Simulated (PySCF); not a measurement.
PySCF 2.14 output of an unrestricted HSE06 calculation on a single atom or ion in def2-QZVPPD with the def2 core potential (60 electrons) (7s5p4d4f2g, 88 functions), with scalar relativity through the core potential:

```
SCF conv_tol = 1e-09
number electrons alpha = 9  beta = 7
    J. Heyd, G. E. Scuseria, and M. Ernzerhof.,  J. Chem. Phys. 118, 8207 (2003)
    J. Heyd, G. E. Scuseria, and M. Ernzerhof.,  J. Chem. Phys. 124, 219906 (2006)
    A. V. Krukau, O. A. Vydrov, A. F. Izmaylov, and G. E. Scuseria.,  J. Chem. Phys. 125, 224106 (2006)
cycle= 1 E= -90.4402348638158  delta_E= -0.00547  |g|= 0.0394  |ddm|= 0.167
cycle= 2 E= -90.4395133188134  delta_E= 0.000722  |g|= 0.0599  |ddm|= 0.061
cycle= 3 E= -90.441022886349  delta_E= -0.00151  |g|= 0.00256  |ddm|= 0.0323
cycle= 4 E= -90.4410268700604  delta_E= -3.98e-06  |g|= 0.00056  |ddm|= 0.00233
cycle= 5 E= -90.4410270875247  delta_E= -2.17e-07  |g|= 5.06e-05  |ddm|= 0.000579
cycle= 6 E= -90.4410270899651  delta_E= -2.44e-09  |g|= 1.25e-06  |ddm|= 7.03e-05
cycle= 7 E= -90.4410270899667  delta_E= -1.62e-12  |g|= 7.16e-08  |ddm|= 1.73e-06
converged SCF energy = -90.4410270899667  <S^2> = 2.0024507  2S+1 = 3.0016333
```

The run itself started from symmetry-adapted Hartree-Fock orbitals and held the occupation by maximum overlap, on a logarithmic radial grid, so the iterations belong to that start.

**Question.** Which element, charge and spin multiplicity is this?

**Answer.** Os (osmium, neutral), multiplicity 3; the state was [Xe] 4f14 5d8, high-spin 3F determinant (an excited configuration).

Energies and moments cover only the electrons outside the core potential. Spin-orbit coupling, absent here, splits the open shell strongly.
